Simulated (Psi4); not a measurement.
boroxine (H3B3O3), singlet, geometry from GFN2-xTB; MP2/6-31G* (Psi4).

Here is a job for Psi4.
```
memory 2 GB

molecule {
0 1
  B    -0.62642433    1.18300324    0.24601012
  O    -1.33948341    0.02486049    0.22970691
  B    -0.71480732   -1.15811031   -0.01600341
  O     0.62560781   -1.18146124   -0.24568946
  B     1.34123166   -0.02489294   -0.23000671
  O     0.71387560    1.15660075    0.01598255
  H    -1.16486750    2.19985392    0.45746817
  H    -1.32922010   -2.15356426   -0.02975915
  H     2.49408760   -0.04628966   -0.42770903
}

set basis 6-31g*

energy('mp2')
print_variables()
```

What the program printed (banner, timings and long lists left out):

```
    SCF Algorithm Type (re)set to DF.

   => Loading Basis Set <=

    Name: 6-31G*
    Role: ORBITAL
    Keyword: BASIS

         ---------------------------------------------------------
                                   SCF
               by Justin Turney, Rob Parrish, Andy Simmonett
                          and Daniel G. A. Smith
                              RHF Reference
         ---------------------------------------------------------

  ==> Geometry <==

    Molecular point group: c1
    Full point group: C1

    Geometry (in Angstrom), charge = 0, multiplicity = 1:

       Center              X                  Y                   Z               Mass
    ------------   -----------------  -----------------  -----------------  -----------------
         B           -0.626424331310     1.183003241310     0.246010120120    11.009305360000
         O           -1.339483411310     0.024860491310     0.229706910120    15.994914619570
         B           -0.714807321310    -1.158110308690    -0.016003409880    11.009305360000
         O            0.625607808690    -1.181461238690    -0.245689459880    15.994914619570
         B            1.341231658690    -0.024892938690    -0.230006709880    11.009305360000
         O            0.713875598690     1.156600751310     0.015982550120    15.994914619570
         H           -1.164867501310     2.199853921310     0.457468170120     1.007825032230
         H           -1.329220101310    -2.153564258690    -0.029759149880     1.007825032230
         H            2.494087598690    -0.046289658690    -0.427709029880     1.007825032230

  Running in c1 symmetry.

  Rotational constants: A =      0.19926  B =      0.19926  C =      0.09963 [cm^-1]
  Rotational constants: A =   5973.55885  B =   5973.55883  C =   2986.77942 [MHz]
  Nuclear repulsion =  203.339198193984458

  Charge       = 0
  Multiplicity = 1
  Electrons    = 42
  Nalpha       = 21
  Nbeta        = 21

  ==> Algorithm <==

  SCF Algorithm Type is DF.
  DIIS enabled.
  MOM disabled.
  Fractional occupation disabled.
  Guess Type is SAD.
  Energy threshold   = 1.00e-08
  Density threshold  = 1.00e-08
  Integral threshold = 1.00e-12

  ==> Primary Basis <==

  Basis Set: 6-31G*
    Blend: 6-31G*
    Number of shells: 42
    Number of basis functions: 96
    Number of Cartesian functions: 96
    Spherical Harmonics?: false
    Max angular momentum: 2

   => Loading Basis Set <=

    Name: (6-31G* AUX)
    Role: JKFIT
    Keyword: DF_BASIS_SCF

  ==> Integral Setup <==

  SCF_SUBTYPE=INCORE selected. In-core MEM_DF algorithm will be used.
  Using in-core AOs.

  ==> MemDFJK: Density-Fitted J/K Matrices <==

    J tasked:                   Yes
    K tasked:                   Yes
    wK tasked:                   No
    Algorithm:                 Core
    Schwarz Cutoff:           1E-12
    Mask sparsity (%):       0.1953
    Fitting Condition:        1E-10

   => Auxiliary Basis Set <=

  Basis Set: (6-31G* AUX)
    Blend: CC-PVDZ-JKFIT
    Number of shells: 171
    Number of basis functions: 561
    Number of Cartesian functions: 561
    Spherical Harmonics?: false
    Max angular momentum: 3

  Minimum eigenvalue in the overlap matrix is 5.6657257969E-03.
  Reciprocal condition number of the overlap matrix is 7.3740188000E-04.
    Using symmetric orthogonalization.

  ==> Pre-Iterations <==

  SCF Guess: Superposition of Atomic Densities via on-the-fly atomic UHF (no occupation information).

   -------------------------
    Irrep   Nso     Nmo
   -------------------------
     A         96      96
   -------------------------
    Total      96      96
   -------------------------

  ==> Iterations <==

                           Total Energy        Delta E     RMS |[F,P]|

   @DF-RHF iter SAD:  -299.48891786885872   -2.99489e+02   0.00000e+00
   @DF-RHF iter   1:  -300.58179560910366   -1.09288e+00   5.82647e-03 DIIS/ADIIS
   @DF-RHF iter   2:  -300.66595383100582   -8.41582e-02   3.29662e-03 DIIS/ADIIS
   @DF-RHF iter   3:  -300.69940977765737   -3.34559e-02   3.16343e-04 DIIS/ADIIS
   @DF-RHF iter   4:  -300.70002542881565   -6.15651e-04   4.47244e-05 DIIS
   @DF-RHF iter   5:  -300.70003857383529   -1.31450e-05   1.06741e-05 DIIS
   @DF-RHF iter   6:  -300.70003962577897   -1.05194e-06   1.65852e-06 DIIS
   @DF-RHF iter   7:  -300.70003965263288   -2.68539e-08   3.47263e-07 DIIS
   @DF-RHF iter   8:  -300.70003965381272   -1.17984e-09   6.29328e-08 DIIS
   @DF-RHF iter   9:  -300.70003965385797   -4.52474e-11   1.14268e-08 DIIS
   @DF-RHF iter  10:  -300.70003965385985   -1.87583e-12   1.95151e-09 DIIS
  Energy and wave function converged.

  ==> Post-Iterations <==

    Orbital Energies [Eh]
    ---------------------

    Doubly Occupied:

[...]
    Virtual:

[...]
    Final Occupation by Irrep:
              A
    DOCC [    21 ]
    NA   [    21 ]
    NB   [    21 ]

  @DF-RHF Final Energy:  -300.70003965385985

   => Energetics <=

    Nuclear Repulsion Energy =            203.3391981939844584
    One-Electron Energy =                -814.9684982081139424
    Two-Electron Energy =                 310.9292603602696659
    Total Energy =                       -300.7000396538598466

Computation Completed

Properties will be evaluated at   0.000000,   0.000000,   0.000000 [a0]

Properties computed using the SCF density matrix

 Multipole Moments:

 ------------------------------------------------------------------------------------
     Multipole            Electronic (a.u.)      Nuclear  (a.u.)        Total (a.u.)
 ------------------------------------------------------------------------------------

 L = 1.  Multiply by 2.5417464519 to convert [e a0] to [Debye]
 Dipole X            :          0.0000000           -0.0000000            0.0000000
 Dipole Y            :         -0.0000000            0.0000000           -0.0000000
 Dipole Z            :          0.0000000           -0.0000000           -0.0000000
 Magnitude           :                                                    0.0000000

 ------------------------------------------------------------------------------------

  //>>>>>>>>>>>>>>>>>>>>>>>>>>>>>>>>>>>//
  //               DFMP2               //
  //<<<<<<<<<<<<<<<<<<<<<<<<<<<<<<<<<<<//

   => Loading Basis Set <=

    Name: (6-31G* AUX)
    Role: RIFIT
    Keyword: DF_BASIS_MP2

	 --------------------------------------------------------
	                          DF-MP2
	      2nd-Order Density-Fitted Moller-Plesset Theory

	        Rob Parrish, Justin Turney, Andy Simmonett,
	           Ed Hohenstein, and C. David Sherrill
	 --------------------------------------------------------

   => Auxiliary Basis Set <=

  Basis Set: (6-31G* AUX)
    Blend: CC-PVDZ-RI
    Number of shells: 126
    Number of basis functions: 378
    Number of Cartesian functions: 441
    Spherical Harmonics?: true
    Max angular momentum: 3

	 --------------------------------------------------------
	                 NBF =    96, NAUX =   378
	 --------------------------------------------------------
	   CLASS    FOCC     OCC    AOCC    AVIR     VIR    FVIR
	   PAIRS       0      21      21      75      75       0
	 --------------------------------------------------------

	-----------------------------------------------------------
	 ==================> DF-MP2 Energies <====================
	-----------------------------------------------------------
	 Reference Energy          =    -300.7000396538598466 [Eh]
	 Singles Energy            =      -0.0000000000000000 [Eh]
	 Same-Spin Energy          =      -0.2030359132515636 [Eh]
	 Opposite-Spin Energy      =      -0.5571296237833977 [Eh]
	 Correlation Energy        =      -0.7601655370349614 [Eh]
	 Total Energy              =    -301.4602051908947828 [Eh]
	-----------------------------------------------------------
	 ================> DF-SCS-MP2 Energies <==================
	-----------------------------------------------------------
	 SCS Same-Spin Scale       =       0.3333333333333333 [-]
	 SCS Opposite-Spin Scale   =       1.2000000000000000 [-]
	 SCS Same-Spin Energy      =      -0.0676786377505212 [Eh]
	 SCS Opposite-Spin Energy  =      -0.6685555485400773 [Eh]
	 SCS Correlation Energy    =      -0.7362341862905984 [Eh]
	 SCS Total Energy          =    -301.4362738401504203 [Eh]
	-----------------------------------------------------------

  Variable Map:
  ----------------------------------------------------------------------------
[...]
  Array Variable Map:
  ----------------------------------------------------------------------------
[...]
[...]
```
